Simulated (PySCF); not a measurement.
Molecule: SMILES F[Si](F)([SiH2]F)F (H₂F₄Si₂). Atoms near the plane z = 0.6 Å, at the CAM-B3LYP/def2-SVP optimised geometry (x, y, z in Å): Si1 (-0.5, 1.1, 0.0), F2 (0.0, 1.9, 1.3), Si3 (0.4, -1.0, 0.0), F4 (2.0, -1.0, 0.0), F5 (-0.1, -1.9, 1.3), H8 (-2.0, 1.1, 0.0).

Level of theory: PySCF with CAM-B3LYP/def2-TZVP. The values are rescaled to run from 0 to 1.

```
|::::::::------------:::::::::::|
|:::::::--------------::::::::::|
|::::::-----======-----:::::::::|
|:::::----=========-----::::::::|
|:::::---===========-----:::::::|
|::::---===++========----:::::::|
|::::---==++++=----===----::::::|
|:::---==++*++-:.:--===---::::::|
|:::---==+***+-. .-====---::::::|
|:::---=++***+-:.:-=====--::::::|
|:::---=++**#+=--==+++==---:::::|
|::::--==++***++****++==---:::::|
|:::::--===+**##%%##*++=---:::::|
|::::::----=+*#%%%%#*++=---:::::|
|::::::::::-=+*#%@@%#*+=--::::::|
|:::::::::::-=+*%@@%#*=--:::::::|
|:::::::...::-=*%@@@#+=:::::::::|
|:::::......::-+#@@%#=:...::::::|
|::::........::=+#%#*-.  ..:::::|
|::::.........::-=++=-.  ..:::::|
|::::...........::---:....::::::|
|:::::............::::::::::::::|
|::::::....:::::..::::::::::::::|
|:::::::::::::::::::::::::::::::|
|::::::::::::::-::::::::::::::::|
|:::::::::::::::::::::::::::::::|
|:::::::::::::::::::::::::::::::|
|:::::::::::::::::::::::::::::::|
|:::::::::::::::::::::::::::::::|
|:::::::::::::::::::::::::::::::|
|:::::::::::::::::::::::::::::::|
```
Scale: ten equal steps from 0.000 (start of ' ') to 1.00 (end of '@'), in the order ' .:-=+*#%@'; x runs from -4.00 to 4.00, y from -4.00 (bottom) to 4.00 (top).

Problem. Which quantity is mapped?
A) electron localisation function
B) electrostatic potential
C) an orbital amplitude
D) deformation density (molecule minus spherical neutral atoms)

Solution. C, an orbital amplitude. In full: LUMO amplitude (bohr^(-3/2)).
